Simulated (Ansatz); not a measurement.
Species: C$_{5}$H$_{10}$, SMILES `C=CC(C)C` (C–C–C–C torsion 118°) (charge 0, multiplicity 1).

Give a relaxed geometry from B3LYP-D3(BJ)/def2-TZVP (Ansatz, an electronic-structure program).

One answer among several that fit: the end point of this relaxation, one of several conformers (outside a Z-matrix the atoms follow the SMILES, hydrogens last).
Cartesian coordinates (Å) in one orientation:
```xyz
15

C      2.075    -0.684     0.348
C      0.789    -0.383     0.466
C     -0.096     0.114    -0.640
C     -1.245    -0.868    -0.897
C     -0.636     1.511    -0.314
H      2.594    -0.584    -0.599
H      2.658    -1.038     1.189
H      0.304    -0.496     1.435
H      0.509     0.182    -1.550
H     -1.866    -0.978    -0.003
H     -1.886    -0.512    -1.706
H     -0.867    -1.855    -1.166
H      0.176     2.224    -0.168
H     -1.234     1.491     0.601
H     -1.275     1.878    -1.121
```
